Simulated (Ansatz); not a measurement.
`[OH][SnH]([Cl])[Br]` + CH₄ → `[CH3][SnH]([OH])[Br]` + HCl  (formal exchange of groups at the Sn–Cl bond)

Isolated molecules relaxed with PBE0-D4/def2-TZVP in Ansatz; ΔE leaves out vibrations. CCSD(T)/CBS is the MP2 limit (def2-TZVPP, def2-QZVPP) plus CCSD(T) − MP2 in def2-TZVPP, frozen cores. This one scheme is used for every species. DFT in def2-TZVPP. HSE06 is defined as in plane-wave codes. Elements past krypton have def2 core potentials. For Br, Sn outer-core shells are correlated without core-valence functions, which leaves a few kJ/mol of doubt a bond. Scalar relativity is left out up to krypton. Each species was taken in one conformer, which may not be the lowest.

| level | ΔE (kcal/mol) | difference from CCSD(T)/CBS |
| --- | --- | --- |
| PBE-D4 | 24.5 | 0.9 |
| r2SCANh-D4 | 25.6 | 2.0 |
| HSE06-D4 | 24.6 | 1.0 |
| BHLYP-D4 | 26.3 | 2.7 |
| CAM-B3LYP-D4 | 24.9 | 1.3 |
| PBE-QIDH | 24.1 | 0.5 |
| PBE | 24.5 | 0.9 |
| PBE0 | 24.6 | 1.0 |
| r2SCAN0 | 25.5 | 1.9 |
| LC-ωPBE | 23.8 | 0.2 |
| CCSD/def2-SVP | 25.5 | 1.9 |
| HF/def2-QZVPP | 27.9 | 4.3 |
| MP2/def2-QZVPP | 23.5 | -0.1 |
| SCS-MP2/def2-QZVPP | 24.0 | 0.4 |
| HF/CBS(def2) | 27.9 | 4.3 |
| CCSD/CBS(def2) | 23.7 | 0.1 |
| CCSD(T)/CBS | 23.6 | 0 |

Largest T1 diagnostic among the species: 0.011.

In def2-TZVPP, CCSD(T) changes the Hartree–Fock value by −5.2 kcal/mol (the triples alone add −0.1 kcal/mol) and MP2 by −4.9 kcal/mol. At CCSD(T), def2-SVP lies +1.8 kcal/mol from the extrapolated value and def2-TZVPP −1.2 kcal/mol. Leaving LDA and LC-ωPBE aside and taking each functional with its dispersion term where it has one, the values, not all of them listed here, spread over 3.1 kcal/mol, from PBE-QIDH to B97M-V. LDA lies −1.7 kcal/mol from PBE without D4.
